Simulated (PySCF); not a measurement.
SMILES C=CB(C=C)CC at its GFN2-xTB optimised geometry (Å):

```
18

B     -0.4409    -0.1370     0.0000
C     -1.2832    -1.4827    -0.0096
C     -2.2877    -1.5845     1.1459
H     -0.6494    -2.3709     0.0139
H     -1.8489    -1.5280    -0.9456
H     -2.9652    -0.7343     1.1435
H     -1.7640    -1.5980     2.0995
H     -2.8764    -2.4971     1.0685
C     -1.1579     1.2427     0.0000
C     -2.3253     1.5108    -0.5805
H     -0.6471     2.0770     0.4738
H     -2.7656     2.4971    -0.5848
H     -2.8841     0.7507    -1.1033
C      1.1140    -0.1370     0.0000
C      1.8873    -1.1030    -0.4915
H      1.6213     0.7414     0.3899
H      2.9652    -1.0404    -0.5064
H      1.4679    -1.9971    -0.9249
```

Calculation: PBE0/def2-SVP (PySCF). Cells within 0.4 Å of a nucleus heavier than hydrogen are left out (blank, or x).

Map of the electron localisation function on the plane z = 1.2 Å:

```
|00000000000000000000000000000|
|00000000000000000000000000000|
|00000000000000000000000000000|
|00000000000000000000000000000|
|00000000000000000000000000000|
|00000000000255200000000000000|
|00000000001799820000000000000|
|00000000003899930000000000000|
|00000011113899920000000000000|
|00000123223798600025410000000|
|00000145443453100289850000000|
|00000013444321000599971000000|
|00000000133431001589950000000|
|00000100001221111477510000000|
|00169985000111233343100000000|
|00499999400011244442100000000|
|00599999621011124554310000000|
|00279998443100012566420000000|
|0001477xx55100001466420000000|
|0000367xx55100000145310000000|
|00048999643000000012100000000|
|00289999731001000000000000000|
|00399999710001000000000000000|
|00189999500000000000000000000|
|00038998200000000000000000000|
|00001442000000000000000000000|
|00000000000000000000000000000|
|00000000000000000000000000000|
|00000000000000000000000000000|
```
Scale: ten equal steps from 0.000 (start of '0') to 0.999 (end of '9'), in the order '0123456789'; x runs from -5.00 to 5.00, y from -5.00 (bottom) to 5.00 (top).
